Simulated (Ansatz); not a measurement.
Isolated molecules relaxed with PBE0-D4/def2-TZVP in Ansatz; ΔE leaves out vibrations. CCSD(T)/CBS adds triple-zeta CCSD(T) − MP2 to the extrapolated MP2 energy (def2 sets, frozen cores). This one scheme is used for every species. DFT in def2-TZVPP. HSE06 is defined as in plane-wave codes. One conformer a species, not always the lowest.

`CN(C)[Si]N(C)C` + CH₃OH → `CN(C)[Si]O` + `CN(C)C`  (formal exchange of groups at the Si–N bond)

CCSD(T)/CBS gives -85.9 kJ/mol.

Task: Another level gave -87.5 kJ/mol. Which?
A. HF/def2-TZVPP
B. revPBE-D4/def2-TZVPP
C. HSE06-D4/def2-TZVPP
D. MP2/def2-TZVPP

Result: D. MP2/def2-TZVPP -87.5, HSE06-D4 -81.2, revPBE-D4 -76.2, HF/def2-TZVPP -94.9 kJ/mol.

Largest T1 diagnostic among the species: 0.013.

At CCSD(T), def2-SVP lies +7.1 kJ/mol from the extrapolated value and def2-TZVPP +0.7 kJ/mol. The D4 term adds +8.5 kJ/mol with B3LYP and +5.1 kJ/mol with PBE0; it sums over pairs of atoms, weighted by their polarisabilities, and B3LYP, whose exchange is more repulsive, gets the larger term.

B3LYP here is the variant with VWN-RPA as its local correlation; programs differ in this.
